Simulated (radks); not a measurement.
Values are calculated unless marked as measured or tabulated.
Spin polarisation of the 4d5 shell in Tc. Start: [Kr] 4d(up 2.5, down 2.5) 5s2; electrons of 4d are moved from spin down to spin up, other shells keep equal spins. Level of theory: scalar-relativistic Kohn-Sham, PBEsol, spin-polarised, spherical densities, finite nucleus; Fermi nuclear charge, rms radius of each element as measured or else 0.836 A^(1/3) + 0.57 fm (a radial shooting solver on a logarithmic mesh with Libxc functionals).

moment (Bohr magnetons)  E - E(0) (eV)  e(4d up) (eV)  e(4d down) (eV)  5s down minus up (eV)
0                                0.000         -6.671           -6.671                  0.000
1                               -0.160         -6.973           -6.334                  0.255
2                               -0.639         -7.241           -5.959                  0.512
3                               -1.442         -7.475           -5.544                  0.775
4                               -2.572         -7.673           -5.083                  1.045
5                               -4.033         -7.831           -4.573                  1.322

At moment 5 the spin-polarisation energy is -4.033 eV and the 4d exchange splitting 3.258 eV, that is 0.652 eV per Bohr magneton; E = -I m^2/4 would give I = 0.645 eV.
